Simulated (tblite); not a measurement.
C7H13BSe.
SMILES with atom numbers: `[CH3:1][CH2:2][C@@H:3]1[BH:4][CH:5]=[CH:6][C@@H:7]([CH3:8])[Se:9]1` (hydrogens: H10, H11, H12 on C1; H13, H14 on C2; H15 on C3; H16 on B4; H17 on C5; H18 on C6; H19 on C7; H20, H21, H22 on C8)

Computed with GFN2-xTB (tblite), gas phase: L-BFGS steps from a force-field or distance-geometry start until the largest atomic force falls under 0.01 eV/Å.

Step 4: E = -706.9975 eV
```
atom  x, y, z in Å  |  force x, y, z in eV/Å
C1     -2.7630    1.1364   -0.3632   -0.043   0.008  -0.006
C2     -1.9784   -0.0585    0.1560    0.016  -0.098   0.049
C3     -0.9680   -0.6242   -0.8537    0.029   0.072  -0.070
B4     -0.2815   -1.9596   -0.3449   -0.059   0.016   0.067
C5      1.1542   -2.0111    0.1992   -0.082  -0.039  -0.006
C6      1.9176   -0.9403    0.4592    0.038   0.093   0.028
C7      1.4640    0.4729    0.3565   -0.117   0.000  -0.130
C8      2.5877    1.4887    0.3851    0.054  -0.024   0.029
Se9     0.4093    0.7422   -1.3337   -0.070   0.011   0.132
H10    -2.1086    1.9877   -0.5311    0.053   0.010  -0.048
H11    -3.5230    1.4266    0.3591    0.004   0.017   0.015
H12    -3.2565    0.8874   -1.2988   -0.016   0.008  -0.052
H13    -2.6823   -0.8553    0.4076    0.010  -0.092  -0.010
H14    -1.4694    0.2177    1.0830    0.038  -0.011  -0.016
H15    -1.4979   -0.8051   -1.7967    0.015   0.061   0.016
H16    -0.9154   -2.9397   -0.4072   -0.082  -0.097   0.056
H17     1.6052   -2.9799    0.3808    0.044  -0.013  -0.062
H18     2.9425   -1.0755    0.7914   -0.005   0.072   0.021
H19     0.7601    0.6899    1.1700   -0.053  -0.018  -0.070
H20     3.2707    1.3161   -0.4421    0.085   0.010  -0.033
H21     3.1284    1.4026    1.3221    0.148   0.040   0.098
H22     2.1937    2.5005    0.3004   -0.008  -0.025  -0.007
```

Step 5: E = -707.0017 eV
```
atom  x, y, z in Å  |  force x, y, z in eV/Å
C1     -2.7619    1.1343   -0.3623   -0.103   0.068  -0.040
C2     -1.9778   -0.0603    0.1545   -0.015  -0.096   0.113
C3     -0.9679   -0.6250   -0.8524    0.020   0.082  -0.117
B4     -0.2855   -1.9598   -0.3408   -0.005  -0.025   0.041
C5      1.1530   -2.0116    0.1984   -0.061   0.064   0.018
C6      1.9164   -0.9396    0.4615   -0.041   0.002  -0.051
C7      1.4641    0.4713    0.3538   -0.089   0.059  -0.067
C8      2.5894    1.4864    0.3871    0.065   0.024   0.003
Se9     0.4047    0.7441   -1.3291   -0.031   0.023   0.077
H10    -2.1084    1.9862   -0.5335    0.057   0.000  -0.027
H11    -3.5234    1.4280    0.3594    0.044  -0.008  -0.008
H12    -3.2560    0.8890   -1.2994   -0.016  -0.007  -0.034
H13    -2.6800   -0.8584    0.4067   -0.003  -0.085  -0.006
H14    -1.4685    0.2167    1.0809    0.038  -0.012   0.002
H15    -1.4975   -0.8012   -1.7968    0.022   0.039   0.018
H16    -0.9179   -2.9420   -0.4052   -0.074  -0.069   0.065
H17     1.6062   -2.9776    0.3779    0.055  -0.069  -0.048
H18     2.9408   -1.0704    0.7915    0.038   0.039   0.038
H19     0.7589    0.6885    1.1646   -0.067  -0.002  -0.023
H20     3.2725    1.3175   -0.4417    0.075  -0.004  -0.014
H21     3.1339    1.4047    1.3243    0.093   0.020   0.049
H22     2.1944    2.4986    0.2996   -0.001  -0.044   0.009
```

Task: Estimate the geometry and energy of step 6. (The exact step hangs on the optimiser's Hessian estimate; all steps are aligned on step 5, rigid shifts and turns removed.)

Result: E = -707.0053 eV, largest force 0.109 eV/Å
```
atom  x, y, z in Å  |  force x, y, z in eV/Å
C1     -2.7623    1.1333   -0.3622   -0.081   0.059  -0.043
C2     -1.9778   -0.0633    0.1547   -0.047  -0.034   0.088
C3     -0.9674   -0.6242   -0.8529    0.005   0.044  -0.077
B4     -0.2898   -1.9606   -0.3362    0.024  -0.043  -0.003
C5      1.1514   -2.0106    0.1982   -0.068  -0.006   0.023
C6      1.9141   -0.9393    0.4625    0.000   0.035  -0.074
C7      1.4628    0.4711    0.3500   -0.014   0.078   0.027
C8      2.5923    1.4845    0.3891    0.056   0.041  -0.016
Se9     0.3997    0.7465   -1.3234    0.007   0.053  -0.005
H10    -2.1072    1.9847   -0.5362    0.045  -0.021  -0.006
H11    -3.5230    1.4293    0.3596    0.054  -0.016  -0.018
H12    -3.2559    0.8903   -1.3006   -0.020  -0.021  -0.016
H13    -2.6780   -0.8632    0.4058   -0.013  -0.072   0.003
H14    -1.4669    0.2154    1.0791    0.030  -0.016   0.024
H15    -1.4968   -0.7967   -1.7968    0.013   0.019  -0.009
H16    -0.9216   -2.9454   -0.4019   -0.054  -0.019   0.076
H17     1.6082   -2.9766    0.3741    0.031  -0.053  -0.042
H18     2.9398   -1.0648    0.7925    0.014   0.013   0.028
H19     0.7562    0.6872    1.1589   -0.068   0.019   0.020
H20     3.2757    1.3188   -0.4414    0.055  -0.016   0.015
H21     3.1409    1.4071    1.3271    0.021  -0.002  -0.018
H22     2.1951    2.4959    0.2992    0.010  -0.040   0.023
```

The energy changes by -0.0036 eV. The first-order estimate −F·Δx gives -0.0055 eV and the mean of the old and new forces, exact on a quadratic surface, -0.0037 eV. The step makes an angle of 51° with the force vector and moves no atom by more than 0.008 Å.

What follows is the cost of the whole relaxation. Time: 1.9 s. Hardware: an Arm Neoverse N1 with one thread, shared host.
